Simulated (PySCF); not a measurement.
A calculated (UHF, PySCF 2.14, def2-TZVP, the non-relativistic Hamiltonian (point nucleus)) atom or ion has these occupied shells.

| shell | electrons | orbital energy (eV) | rms radius, mean of both spins (bohr) |
| --- | --- | --- | --- |
| 1s α | 1 | -3258.7 | 0.0998 |
| 1s β | 1 | -3257.7 | 0.0998 |
| 2s α | 1 | -365.66 | 0.448 |
| 2s β | 1 | -364.83 | 0.448 |
| 2p α | 3 | -291.09 | 0.417 |
| 2p β | 3 | -289.53 | 0.417 |
| 3s α | 1 | -63.619 | 1.44 |
| 3s β | 1 | -55.671 | 1.44 |
| 3p α | 3 | -43.558 | 1.59 |
| 3p β | 1 | -40.412 | 1.59 |

(1) Name the element and its charge.

Results:

(1) Ar²⁺ (argon, charge +2), in [Ne] 3s2 3p4, high-spin 3P determinant.
